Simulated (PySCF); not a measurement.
Computed shifts of a molecule C3H5BO2, PBE/pcSseg-1 run with PySCF, GIAO, gas phase, atoms alike by connectivity averaged where their shifts nearly agree, in ppm (number of nuclei): ¹³C: 160.4 (1), 115.6 (1), 20.9 (1). ¹H: 7.15 (1), 5.80 (1), 4.79 (1), 2.06 (2). References: ¹⁷O against H2O (σ = 334.3 ppm); ¹¹B against BF3 (σ = 83.9 ppm); ¹³C against TMS (σ = 182.0 ppm); ¹H against TMS (σ = 31.49 ppm), references at their B3LYP-D3(BJ)/def2-TZVP geometries, non-relativistic. Coordinates come from a PBE-D3(BJ)/def2-SVP optimisation. One conformer was computed; it need not be the lowest.

Q: Which molecule gave these data?
A. O=CB1COC1
B. C=CB(O)C=O
C. OB1CC=CO1
D. C=C=CB(O)O

A: C, OB1CC=CO1
